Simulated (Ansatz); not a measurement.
Cost against result

The pair of Ag⁺ (SMILES [Ag+], atom 1) and C2H6 (SMILES CC, atoms 2–9), both closed shells, in one local arrangement (a lower one may exist), relaxed at PBE0-D4/def2-TZVP:

Ag1  (-1.056, 0.675, -2.390)
C2  (-0.447, 0.299, -0.010)
C3  (0.719, -0.474, 0.587)
H4  (-1.102, -0.413, -0.568)
H5  (-1.106, 0.752, 0.732)
H6  (-0.043, 1.165, -0.590)
H7  (1.331, 0.188, 1.200)
H8  (1.357, -0.912, -0.181)
H9  (0.347, -1.280, 1.220)
(Å)

Interaction energies are counterpoise-corrected; the time is that of the whole pair.

Computed with Ansatz 0.2.0 (basis: as named in each row); correlated methods freeze the cores. Filled d shells of the heavier atoms are correlated. Core potentials replace the inner electrons of the atoms past krypton. B3LYP uses VWN-RPA correlation. Extrapolation: Hartree–Fock as exp(−7.88 √X), correlation as X^−2.97.

Times are rough, for one single point on 4 threads of a shared host (Arm Neoverse V1).

The estimate by CCSD(T) at an estimated basis limit (MP2 extrapolated from triple and quadruple zeta, plus CCSD(T) − MP2 in triple zeta) is -19.57 kcal/mol.

```json
{"method": "SPW92", "basis": "def2-SVP", "time (s)": "under 1", "interaction energy (kcal/mol)": "-34.07", "method less estimate": "-14.50"}
{"method": "PBE-D4", "basis": "def2-SVP", "time (s)": "under 1", "interaction energy (kcal/mol)": "-24.33", "method less estimate": "-4.76"}
{"method": "PBE0-D4", "basis": "def2-SVP", "time (s)": "under 1", "interaction energy (kcal/mol)": "-20.36", "method less estimate": "-0.79"}
{"method": "revPBE-D4", "basis": "def2-TZVPPD", "time (s)": "2", "interaction energy (kcal/mol)": "-21.67", "method less estimate": "-2.10"}
{"method": "BLYP-D4", "basis": "def2-TZVPPD", "time (s)": "2", "interaction energy (kcal/mol)": "-23.46", "method less estimate": "-3.89"}
{"method": "PBE-D4", "basis": "def2-TZVPPD", "time (s)": "2", "interaction energy (kcal/mol)": "-25.08", "method less estimate": "-5.51"}
{"method": "HSE06-D4", "basis": "def2-TZVPPD", "time (s)": "2", "interaction energy (kcal/mol)": "-21.29", "method less estimate": "-1.72"}
{"method": "PBE0-D4", "basis": "def2-TZVPPD", "time (s)": "3", "interaction energy (kcal/mol)": "-21.32", "method less estimate": "-1.74"}
{"method": "B3LYP-D4", "basis": "def2-TZVPPD", "time (s)": "3", "interaction energy (kcal/mol)": "-21.05", "method less estimate": "-1.48"}
{"method": "wB97M-V", "basis": "def2-SVP", "time (s)": "3", "interaction energy (kcal/mol)": "-18.43", "method less estimate": "1.15"}
{"method": "r2SCAN-D4", "basis": "def2-TZVPPD", "time (s)": "4", "interaction energy (kcal/mol)": "-24.77", "method less estimate": "-5.19"}
{"method": "CCSD(T)", "basis": "def2-SVP", "time (s)": "4", "interaction energy (kcal/mol)": "-13.00", "method less estimate": "6.57"}
{"method": "B2PLYP", "basis": "def2-TZVPPD", "time (s)": "6", "interaction energy (kcal/mol)": "-18.66", "method less estimate": "0.91"}
{"method": "wB97X-V", "basis": "def2-TZVPPD", "time (s)": "7", "interaction energy (kcal/mol)": "-18.97", "method less estimate": "0.60"}
{"method": "B97M-V", "basis": "def2-TZVPPD", "time (s)": "8", "interaction energy (kcal/mol)": "-22.22", "method less estimate": "-2.65"}
{"method": "wB97M-V", "basis": "def2-TZVPPD", "time (s)": "9", "interaction energy (kcal/mol)": "-19.12", "method less estimate": "0.45"}
{"method": "MP2", "basis": "def2-QZVPPD", "time (s)": "26", "interaction energy (kcal/mol)": "-19.79", "method less estimate": "-0.22"}
{"method": "CCSD(T)", "basis": "def2-TZVPPD", "time (s)": "150", "interaction energy (kcal/mol)": "-17.00", "method less estimate": "2.57"}
```

T1 diagnostic: at most 0.011.
